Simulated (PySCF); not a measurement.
Magnetic susceptibility: `InChI=1S/C2H10GeO2Si/c1-4-3-6-5-2/h3,6H2,1-2H3`

Geometry:
| atom | x (Å) | y (Å) | z (Å) |
| --- | --- | --- | --- |
| C1 | -3.067 | 0.235 | 0.483 |
| O2 | -2.445 | -1.004 | 0.327 |
| Si3 | -0.905 | -1.418 | 0.610 |
| Ge4 | 0.575 | 0.072 | -0.443 |
| O5 | 1.974 | -0.021 | 0.652 |
| C6 | 3.174 | 0.684 | 0.459 |
| H7 | -3.996 | 0.222 | -0.087 |
| H8 | -3.295 | 0.417 | 1.536 |
| H9 | -2.429 | 1.045 | 0.114 |
| H10 | -0.917 | -2.743 | 0.005 |
| H11 | -0.600 | -1.449 | 2.045 |
| H12 | 1.129 | -0.221 | -1.845 |
| H13 | 0.293 | 1.583 | -0.590 |
| H14 | 3.812 | 0.491 | 1.324 |
| H15 | 2.998 | 1.761 | 0.380 |
| H16 | 3.691 | 0.354 | -0.446 |

Method used: GIAO wB97X-D/3-21G magnetisability, non-relativistic, IEF-PCM water (PySCF). Geometry: GFN2-xTB.

The calculation is non-relativistic, which matters for the atoms heavier than Zn.

(1) What are the magnetisability and the molar susceptibility?

(2) Split it along the inertial axes a, b, c into diamagnetic and paramagnetic parts about the centre of mass, with the quadrupole moment.

## Answers

(1) Isotropic -1353 × 10⁻³⁰ J/T², or -81.5 × 10⁻⁶ cm³/mol; principal values -1511, -1301, -1246 × 10⁻³⁰ J/T², anisotropy 242 × 10⁻³⁰ J/T² (root of half the summed squared differences of the principal values). The susceptibility is in cgs units.

(2) 
| axis | χ (10⁻⁶ cm³/mol) | diamagnetic (10⁻⁶ cm³/mol) | paramagnetic (10⁻⁶ cm³/mol) | summed x² of all electrons (Å²) | quadrupole Θ (D Å) |
| --- | --- | --- | --- | --- | --- |
| a | -87.4 | -393.2 | 305.8 | 315.4 | +2.07 |
| b | -81.5 | -1490.7 | 1409.2 | 56.7 | -1.24 |
| c | -75.4 | -1578.6 | 1503.2 | 36.0 | -0.83 |

Anisotropies 2χaa − χbb − χcc = -17.9 and 2χbb − χaa − χcc = -0.3 × 10⁻⁶ cm³/mol. Θ is traceless in Buckingham's convention.
